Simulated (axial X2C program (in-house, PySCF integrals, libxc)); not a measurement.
**Spin–orbit effects along a row: molecules with Na (ions), MP2**

Calculated with an in-house all-electron X2C program for linear molecules (integrals from PySCF), spin-free (one-electron X2C) or two-component (2c: spin–orbit coupling with atomic mean-field Coulomb and Gaunt terms, which also bring small scalar terms), in Dyall basis sets with cores contracted in-house; open shells are unrestricted.

Basis sets: B dyall-v3z, Be dyall-cv3z, Li dyall-cv3z, N dyall-av3z, Na dyall-cv3z, O dyall-av3z. Frozen shells (counts by l): LiNa⁺ Na 1s, Li 1s, 9 electrons correlated; NaBe⁺ Na 1s, Be 1s, 10 electrons correlated; NaB⁺ Na 1s, B 1s, 11 electrons correlated; NaN⁺ Na 1s, N 1s, 13 electrons correlated; NaO⁺ Na 1s, O 1s, 14 electrons correlated. Where the outer core of a metal is frozen, bonds come out longer and ionisation energies lower. Frozen cores can differ along the series, which adds to the trend.

```csv
molecule,spin-free state,Re (Å),ωe (cm⁻¹),De (eV),2c state,Re 2c (Å),ωe 2c (cm⁻¹),De 2c (eV)
LiNa⁺,"M_S = 1/2, Λ = 0",3.391,190.0,1.00,Ω = 1/2,3.391,190.0,1.00
NaBe⁺,"M_S = 0, Λ = 0",2.968,203.2,0.41,Ω = 0,2.968,203.2,0.41
NaB⁺,"M_S = 1/2, Λ = 0",2.839,213.3,0.56,Ω = 1/2,2.839,213.3,0.56
NaN⁺,"M_S = 3/2, Λ = 0",2.654,139.0,0.12,Ω = 3/2,2.654,139.0,0.12
NaO⁺,"M_S = 1, Λ = 0",2.495,190.1,0.30,Ω = 1,2.495,190.1,0.29
```

Fragments in 2c: Na+ + Li, Na+ + Be, Na+ + B, Na+ + N, Na+ + O. Each entry is the lowest single determinant of a limited PBE0 search at one distance. De goes to single-determinant-based atoms at the same level (for ions the charge split of lowest energy) and is withheld (n/a) where an atom does not fit its ground term or J level. Main or longest-lived isotopes. One determinant is a doubtful description, or other states lie close, for NaN⁺, NaO⁺; these need not be ground states, and all values refer to the states named. Some open-shell Ω = 0 determinants are out of reach, so the Ω given for NaO⁺ need not be the lowest component. With several unpaired electrons the Ω given is that of one determinant, not necessarily of the lowest component. Some light 2c atoms are not at their ground J level, so De misses part of their lowering (0.04 eV or less).
